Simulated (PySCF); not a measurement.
ReF₆, SMILES [F][Re]([F])([F])([F])([F])[F] (connectivity only; charge and spin as stated), neutral, multiplicity 2. Atoms are numbered in the order given.

```xyz
7

Re     0.0000     0.0000     0.0000
F      1.3279     0.7667     1.0287
F     -1.3279    -0.7667    -1.0287
F      0.0000     1.5334    -1.0287
F      1.3279    -0.7667    -1.0287
F     -1.3279     0.7667     1.0287
F      0.0000    -1.5334     1.0287
```
Charge 0, spin multiplicity 2.

Geometry: r2SCAN-D4/def2-SVP. The spin state was assumed, not searched. The isomer is the one that the SMILES or the coordinates give; other isomers of the formula were not compared. The def2 effective core potentials stand for the cores of Re; spin–orbit coupling is left out.

Method: r2SCAN-D4/def2-SVP (PySCF).

Frequencies are harmonic and unscaled.

Modes within 1.5 cm⁻¹ of each other (mostly degenerate sets) share a row, with their intensities summed.

Computed normal modes with their intensities:
| mode | ν (cm⁻¹) | IR (km/mol) | moving atoms (share of kinetic energy) |
|---|---|---|---|
| 1 | 144 | 0.0 | F 100 % |
| 2–3 | 151 | 13.1 | F 96 % |
| 4 | 257 | 23.8 | F 78 %, Re 22 % |
| 5–6 | 270 | 37.9 | F 83 %, Re 17 % |
| 7–8 | 277 | 0.0 | F 100 % |
| 9 | 279 | 0.0 | F 100 % |
| 10–11 | 537 | 0.0 | F 100 % |
| 12 | 724 | 203.6 | F 84 %, Re 16 % |
| 13–14 | 737 | 416.0 | F 82 %, Re 18 % |
| 15 | 747 | 0.0 | F 100 % |
